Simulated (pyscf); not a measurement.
Homolytic dissociation enthalpies at 298 K of Ge–Ge, Ge–Si, Ge–Sn, Si–Si bonds in 8 gas-phase molecules, in eV. Structures and frequencies: ωB97X-D3(BJ)/def2-SVP in PySCF. Both columns use the same structures and thermal terms. Rows were drawn at random from the closed-shell molecules with such a bond whose radicals are computed, keep their shape and have no isomer in the data more than 5 kcal/mol lower.

| row | molecule | radicals | PBE/def2-TZVP | ωB97M-D3(BJ)/def2-TZVP |
|---|---|---|---|---|
| 1 | H₃Ge–SnH₂–SnH₃ | GeH₃• + •H₂Sn–SnH₃ | 2.56 | 2.60 |
| 2 | H₂N–SiH₂–Si(SiH₃)(SiH₃)–Cl | H₂N–SiH₂• + H₃Si–Si•(SiH₃)–Cl | 2.73 | 3.07 |
| 3 | F–GeH(F)–GeH₃ | F–GeH•–F + GeH₃• | 2.82 | 2.90 |
| 4 | H₃Si–SiH(SiH₃)–Si(SiH₃)(SiH₃)–SiH₃ | H₃Si–SiH•–SiH₃ + H₃Si–Si•(SiH₃)–SiH₃ | 2.74 | 3.08 |
| 5 | H₃C–GeH₂–SnH₃ | H₃C–GeH₂• + SnH₃• | 2.63 | ? |
| 6 | H₃Si–SiH₂–GeH₃ | •H₂Si–SiH₃ + GeH₃• | 2.95 | 3.06 |
| 7 | Cl–GeH(Cl)–GeH₃ | Cl–GeH•–Cl + GeH₃• | 2.72 | 2.83 |
| 8 | H₃Si–GeH₂–SiH(SiH₃)–SiH₃ | H₃Si–GeH₂• + H₃Si–SiH•–SiH₃ | 2.77 | 2.94 |

Question: Fit a line that carries the PBE values to the last column and predict row 5.

Answer: In the 7 complete rows the last column lies 0.04 to 0.34 eV from PBE (mean 0.17, median 0.11). Least squares gives y = 0.06 + 1.04·x with residuals of 0.11 eV (root mean square). For row 5: 0.06 + 1.04 × 2.63 = 2.80 eV. The computed value is 2.68 eV, 0.12 under the line. Elements up to Kr have no core potential and no relativistic terms here. Elements past Kr carry the def2 core potentials, without spin-orbit coupling.
